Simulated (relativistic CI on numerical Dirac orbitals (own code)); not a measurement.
# One change at a time: Ce¹⁷⁺

Base calculation: Dirac-Coulomb-Breit CI, KLI orbitals optimised for each configuration, model QED, unscaled Slater integrals.

Configurations in the expansion (outside the closed core [Ar] 3d10): 4s²4p⁶4d⁵, 4s²4p⁵4d⁶, 4s²4p⁶4d⁴4f, 4s²4p⁶4d⁴5p, 4s²4p⁶4d³4f5s, 4p⁶4d⁷, 4p⁵4d⁸, 4s²4p⁶4d³5s², 4s²4p⁶4d²4f5s², 4s²4p⁶4d²5s²5p. Double excitations out of closed p, d and f shells are left out; levels of such configurations are missing from the list, as are those of other unlisted configurations, and high levels can miss mixing partners.

Variants: (1) configuration mixing switched off. Shifts of the energy above 4s²4p⁶4d⁵ ⁶S5/2, in cm⁻¹, for the lowest level and the first level of each name with at least 55 % of one term (blank where a level changes its place among those of its configuration and J or its character, or is not in the variant):

| Level | Base | Δ(1) |
| --- | --- | --- |
| 4s²4p⁶4d⁵ ⁶S5/2 | 0 | 0 |
| 4s²4p⁶4d⁵ ⁴G7/2 | 58042 | +40 |
| 4s²4p⁶4d⁵ ⁴G11/2 | 60774 | +15 |
| 4s²4p⁶4d⁵ ⁴G9/2 | 64287 | -5 |
| 4s²4p⁶4d⁵ ⁴P1/2 | 69788 | +295 |
| 4s²4p⁶4d⁵ ⁴D7/2 | 79239 | -30 |
| 4s²4p⁶4d⁵ ²I11/2 | 89405 | -35 |
| 4s²4p⁶4d⁵ ⁴D1/2 | 91542 | +62 |
| 4s²4p⁶4d⁵ ²I13/2 | 98510 | -104 |
| 4s²4p⁶4d⁵ ²G7/2 | 120756 | -34 |
| 4s²4p⁶4d⁵ ²D3/2 | 127642 | +237 |
| 4s²4p⁶4d⁵ ²H11/2 | 139132 | +341 |
| 4s²4p⁶4d⁵ ²S1/2 | 139245 | +18 |
| 4s²4p⁶4d⁵ ²P3/2 | 194495 | +659 |
| 4s²4p⁶4d⁵ ²P1/2 | 207675 | +479 |
| 4s²4p⁵4d⁶ ⁶F°11/2 | 792204 | +2460 |
| 4s²4p⁵4d⁶ ⁶P°3/2 | 826761 |  |
| 4s²4p⁵4d⁶ ⁴H°13/2 | 844756 | +7513 |

At this charge energies of transitions that change n are usually good to better than 1 %, and those within a shell (Δn = 0) to a few per cent. Terms inside the open d or f shell come out 10 to 20 % too wide with unscaled integrals.

Ionisation energy from the two ground configurations alone: base 472.33 eV. The NIST ASD value (theoretical) is 472 eV.

LS names give the leading component of a level, which can be under half, so a name can repeat, a term be missing and a line seem to break the LS rules.
